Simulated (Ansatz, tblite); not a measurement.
Removing and adding an electron: `CC[SiH](C)C[SiH](C)C[SiH](C)C[SiH](C)C`. The state is a singlet with charge 0. Geometry: PBE-D4/def2-SVP. Ansatz, gas phase; energy differences of separate SCF runs; the oxidised species was run as a doublet alone; the reduced species was run as a doublet alone.

```tsv
atom	x (Å)	y (Å)	z (Å)
C1	2.616	4.766	-1.492
C2	1.660	5.151	-0.353
Si3	0.116	4.048	-0.203
C4	-0.952	4.183	-1.760
C5	0.611	2.237	0.081
Si6	-0.787	1.073	0.616
C7	-1.354	1.508	2.367
C8	-0.229	-0.739	0.547
Si9	-1.602	-2.033	0.740
C10	-2.681	-2.058	-0.813
C11	-0.895	-3.764	1.067
Si12	0.410	-4.409	-0.149
C13	0.511	-6.298	-0.062
C14	2.109	-3.664	0.231
H15	2.995	3.730	-1.373
H16	2.117	4.818	-2.482
H17	3.501	5.434	-1.539
H18	1.313	6.201	-0.474
H19	2.190	5.123	0.624
H20	-0.685	4.537	0.983
H21	-1.269	5.231	-1.937
H22	-0.392	3.839	-2.655
H23	-1.863	3.558	-1.672
H24	1.062	1.850	-0.860
H25	1.409	2.194	0.856
H26	-1.951	1.253	-0.333
H27	-0.518	1.385	3.086
H28	-2.184	0.848	2.693
H29	-1.701	2.559	2.424
H30	0.281	-0.920	-0.425
H31	0.536	-0.890	1.341
H32	-2.467	-1.648	1.920
H33	-2.087	-2.363	-1.699
H34	-3.522	-2.773	-0.703
H35	-3.108	-1.055	-1.014
H36	-1.752	-4.474	1.075
H37	-0.459	-3.792	2.090
H38	0.018	-4.019	-1.558
H39	1.269	-6.692	-0.769
H40	0.793	-6.628	0.959
H41	-0.463	-6.764	-0.313
H42	2.424	-3.917	1.265
H43	2.103	-2.560	0.138
H44	2.877	-4.061	-0.463
```

The xTB rows come from tblite. B3LYP takes the VWN-RPA correlation. Single mean-field runs in def2-TZVP are fitted with def2-universal-jkfit. HOMO above LUMO, or a gap near zero within one spin, warns that the state may not be the lowest or that an electron is smeared out.

(1) Estimate orbital energies and vertical ionisation energies and electron affinities at: GFN1-xTB; GFN2-xTB; PBE-D4/def2-TZVP; B3LYP-D4/def2-TZVP; PBE0-D4/def2-TZVP.

Results:

(1) 
```tsv
level	−HOMO (eV)	vertical IE (eV)	−LUMO (eV)	vertical EA (eV)	HOMO–LUMO gap (eV)	IE − EA (eV)	remarks
GFN1-xTB	10.99	12.75	4.83	3.14	6.17	9.61	–
GFN2-xTB	10.01	11.86	4.39	2.60	5.63	9.26	–
PBE-D4/def2-TZVP	6.32	8.26	0.00	-1.29	6.32	9.55	HOMO above zero (-1 doublet), gap within one spin near zero (+1 doublet), gap within one spin near zero (-1 doublet)
B3LYP-D4/def2-TZVP	7.33	8.81	-0.49	-1.46	7.82	10.27	HOMO above zero (-1 doublet)
PBE0-D4/def2-TZVP	7.52	8.84	-0.77	-1.69	8.29	10.53	HOMO above zero (-1 doublet)
```

Relaxing the oxidised species (PBE-D4/def2-SVP) changes its energy by -0.37 eV at PBE-D4/def2-TZVP, so the adiabatic ionisation energy to this nearest minimum is 7.89 eV. At PBE0-D4/def2-TZVP it is 8.36 eV.     A HOMO above zero means that the electron is unbound at that level or that self-interaction error raises the level; the energy of removing that electron tells which. Raw xTB energy differences between charge states are shifted by several eV; the methods need an empirical correction for them. Sets without diffuse functions give affinities that are too small. A negative affinity means that the extra electron isn't bound; its size then hangs on the basis.
